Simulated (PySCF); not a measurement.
Predicted microwave data (PBE0/def2-SVPD in PySCF (dipole) on a GFN2-xTB geometry, gas phase) for one isomer of C6H5FOS:

| Property | Result |
| --- | --- |
| Rotational constants | A = 2289, B = 1131, C = 946.6 MHz |
| Dipole components | \|μa\| = 0.36 D, \|μb\| = 3.33 D, \|μc\| = 0.42 D |
| Inertial defect | -133.79 u·Å² |
| κ | -0.73 |

Task: Which candidate fits, each taken in the one conformer that was computed?
A. `c1(C)cscc(F)c1=O`
B. `[CH:1]#[C:2][C:3]1=[CH:4][CH2:5][C@@H:6]([F:7])[S@@:8]1=[O:9]` with C3–C4–C5–C6 -15°, C4–C5–C6–F7 -93°, C5–C6–S8–O9 84°, C2–C3–S8–C6 -168°

Result: B. It is C#CC1=CC[C@@H](F)[S@@]1=O, an asymmetric top, point group C1. The candidates at the same level (rigid rotor, commonest isotopes):

```json
{"SMILES": "Cc1cscc(F)c1=O", "A (MHz)": "1699", "B (MHz)": "1582", "C (MHz)": "823.2", "μa (D)": "4.16", "μb (D)": "2.07", "μc (D)": "0.00", "Δ (u·Å²)": "-3.08", "point group": "Cs", "rotor": "asymmetric top"}
{"SMILES": "C#CC1=CC[C@@H](F)[S@@]1=O", "A (MHz)": "2289", "B (MHz)": "1131", "C (MHz)": "946.6", "μa (D)": "0.36", "μb (D)": "3.33", "μc (D)": "0.42", "Δ (u·Å²)": "-133.79", "point group": "C1", "rotor": "asymmetric top"}
```

`Cc1cscc(F)c1=O` has B 40 % too high. No structure here is proved a minimum.
